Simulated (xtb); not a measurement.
Sn(SH)4 (H₄S₄Sn), SMILES [SH][Sn]([SH])([SH])[SH]. All values are semi-empirical tight-binding results from xtb (GFN2-xTB unless named), good for trends rather than for accurate numbers. The structure is a stationary point at GFN2-xTB. The structure was generated by enumeration; whether it is a known compound was not checked. Other conformers were not sampled.

Optimised geometry:

Bond lengths (Å): S1–Sn2 2.465, S1–H6 1.323, Sn2–S3 2.450, Sn2–S4 2.455, Sn2–S5 2.446, S3–H7 1.328, S4–H8 1.324, S5–H9 1.326. Angles (°): Sn2–S1–H6 95.4, S1–Sn2–S3 109.5, S1–Sn2–S4 106.4, S1–Sn2–S5 110.8, S3–Sn2–S4 112.0, S3–Sn2–S5 107.1, S4–Sn2–S5 111.0, Sn2–S3–H7 95.0, Sn2–S4–H8 95.3, Sn2–S5–H9 95.2.
Charge 0, spin multiplicity 1.

A frequency run showed that this geometry is not a minimum.

For metal compounds this method's bond lengths and energies can be far off.

Q: Estimate the properties. (An estimate is asked for; the answer gives what the named calculation found.)

A: 
orbital gap: 1.28 eV

Q: Give the atomic charges and the Wiberg bond orders between heavy atoms. (An estimate is asked for; the answer gives what the named calculation found.)

A: charges (e) S1 -0.31, Sn2 0.41, S3 -0.27, S4 -0.30, S5 -0.28, H6 0.18, H7 0.19, H8 0.18, H9 0.19. Bond orders S1–Sn2 0.66, Sn2–S3 0.69, Sn2–S4 0.68, Sn2–S5 0.70.
